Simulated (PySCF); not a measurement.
Ti(F)3(OH)(OH2) (F3H3O2Ti), SMILES [OH2]->[Ti]([OH])([F])([F])[F], multiplicity 1. Coordinates come from a B3LYP-D3(BJ)/def2-SVP optimisation. The spin state was assumed, not searched. One conformer was computed; it need not be the lowest.

Computed equilibrium geometry at B3LYP-D3(BJ)/def2-SVP (PySCF confirms it by a frequency run) as Cartesian coordinates in Å (one conformer of several):
```xyz
9

Ti     0.1582     0.0849    -0.1666
F      1.0228    -1.4184     0.0765
F     -1.4062    -0.0845    -0.9864
F      0.2499     1.3100     1.1093
O      1.1540     0.8198    -1.4287
H      1.7539     0.4994    -2.1131
O     -1.2347    -0.7875     1.5173
H     -2.1093    -0.8121     1.1000
H     -1.2789    -0.0768     2.1751
```
